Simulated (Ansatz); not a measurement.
```xyz
6

F    -1.2669   -1.0104   -1.4784
C    -0.5144   -0.4088   -0.6051
N     0.2762    0.5603   -0.8348
B     0.6227    0.5383    0.5848
S    -0.4870   -0.8818    1.1106
H     1.3694    1.2024    1.2230
```

Charge 0, multiplicity 1.

(1) List the PBE/def2-TZVPP orbital energies in eV (Ansatz). (Best estimate.)

## Answers

(1) Computed: Occupied: -2396.54, -662.14, -380.67, -274.04, -209.49, -179.04, -155.66, -155.54, -155.42, -32.70, -24.58, -19.14, -16.44, -13.10, -13.10, -12.63, -11.09, -9.96, -9.76, -8.89, -7.10, -6.61. Lowest empty: -3.37, -1.40, -0.67, 0.39, 1.13, 1.57, 2.26, 2.84.
